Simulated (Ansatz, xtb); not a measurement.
Species: CHS$_{2}$, net charge 1, singlet state. It need not be the lowest isomer of its formula. SMILES: C(=S)=[SH+]
Geometry from a B3LYP-D3(BJ)/def2-TZVP (Ansatz, an electronic-structure program) optimisation:
```xyz
4

S      1.5692    -0.3050     0.1177
C      0.0958    -0.0321     0.0255
S     -1.4865     0.3413    -0.1827
H     -1.8991    -0.3890     0.8868
```
Charge +1, spin multiplicity 1.

Harmonic wavenumbers from GFN2-xTB (xtb, at its own minimum), cm⁻¹: 275, 304, 629, 820, 1558, 2229.

Q: Give the harmonic wavenumbers at B3LYP-D3(BJ)/def2-TZVP (Ansatz, finite differences of forces, unscaled).

A: 324, 378, 616, 939, 1570, 2568 cm⁻¹. Zero-point energy 9.1 kcal/mol.

Q: From these and the geometry, give the ideal-gas thermochemistry at 298.15 K and 1 atm (rigid rotor, harmonic oscillator).

A: Point group Cs, rotational symmetry number 1. Rotational constants 281.1, 3.141, 3.107 GHz. S(trans) 38.94, S(rot) 22.29, S(vib) 2.89, S(elec, spin only) 0.00, S 64.1 cal/(mol K). H(298) - H(0) 2.95 kcal/mol; G - E(el) -7.0 kcal/mol.
